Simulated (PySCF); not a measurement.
## Spinor energies of Ge+ (germanium, charge +1)

Start: [Ar] 3d10 4s2 4p1; 4p3/2 filled at m_j = +3/2. Calculated with PySCF 2.14 in x2c-SVPall-2c with one added diffuse shell each of s, p, d type (6s7p4d, 47 functions): generalised Hartree-Fock with the X2C-1e Hamiltonian and a Gaussian nucleus; one run each with spin-orbit coupling (SO) switched off, then screened by Boettger's factors. This is a chosen level, not necessarily the ground level.

| spinor shell | electrons | ε, spin-free (eV) | ε, screened SO (eV) | weight of nominal j (screened SO) | rms radius, screened SO (bohr) |
| --- | --- | --- | --- | --- | --- |
| 1s1/2 | 2 | -11184.1 | -11184.0 | 1.000 | 0.0542 |
| 2s1/2 | 2 | -1462.3 | -1462.3 | 1.000 | 0.227 |
| 2p1/2 | 2 | -1274.6 | -1296.5 | 1.000 | 0.201 |
| 2p3/2 | 4 | -1274.6 | -1264.1 | 1.000 | 0.204 |
| 3s1/2 | 2 | -210.65 | -210.69 | 1.000 | 0.668 |
| 3p1/2 | 2 | -150.91 | -154.00 | 1.000 | 0.695 |
| 3p3/2 | 4 | -150.91 | -149.46 | 1.000 | 0.704 |
| 3d3/2 | 4 | -52.741 | -53.159 | 0.987 | 0.811 |
| 3d5/2 | 6 | -52.741 | -52.530 | 0.991 | 0.817 |
| 4s1/2 | 2 | -23.393 | -23.414 | 0.999 | 2.24 |
| 4p3/2 | 1 | -15.403 | -15.326 | 1.000 | 2.82 |

| quantity | spin-free | screened SO |
| --- | --- | --- |
| E (hartree) | -2096.41185 | -2096.47030 |
| M_J | 3/2 | 3/2 |
| ⟨J²⟩ | 3.760 | 3.760 |
| ⟨L²⟩ | 2.008 | 2.009 |
| ⟨S²⟩ | 0.753 | 0.754 |

Each row is a mean over spinors that exchange with the open shell spreads, by up to 2.254 eV (4s1/2).

Without spin-orbit coupling the j labels of p, d and f shells carry no meaning; the spin-free column gives the mean over the occupied spinors of each nl shell.
